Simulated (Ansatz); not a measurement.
BCl2(SMe) (CH3BCl2S). Charge 0, multiplicity 1. Geometry PBE0-D4/def2-SVP, basis def2-TZVP, Ansatz.

```xyz
8

B    -0.191    0.782   -1.297
Cl    1.536    0.499   -1.434
Cl   -1.025    1.675   -2.554
S    -1.162    0.199    0.078
C     0.041   -0.656    1.134
H     0.514   -1.486    0.593
H    -0.525   -1.050    1.988
H     0.812    0.038    1.492
```

```json
{"run": "A", "HOMO (eV)": "-6.40", "LUMO (eV)": "-1.83"}
{"run": "B", "HOMO (eV)": "-6.84", "LUMO (eV)": "-1.78"}
{"run": "C", "HOMO (eV)": "-7.36", "LUMO (eV)": "-1.52"}
{"run": "D", "HOMO (eV)": "-9.89", "LUMO (eV)": "0.93"}
{"run": "E", "HOMO (eV)": "-9.04", "LUMO (eV)": "0.01"}
{"run": "F", "HOMO (eV)": "-7.76", "LUMO (eV)": "-1.14"}
```

HSE06 is defined as in plane-wave codes, on full-range PBE exchange.

The runs used BLYP, CAM-B3LYP, HSE06, PBE0, r2SCAN, ωB97M-V. Estimate which is which.

A BLYP (0 % exact exchange); B r2SCAN (0 % exact exchange); C HSE06 (range-separated); D ωB97M-V (range-separated); E CAM-B3LYP (range-separated); F PBE0 (25 % exact exchange). Exact exchange lowers occupied and raises empty levels; among semilocal functionals meta-GGAs tend to open the gap a little, and such runs are hard to tell apart. The gap grows from 4.57 eV (BLYP) to 10.81 eV (ωB97M-V).
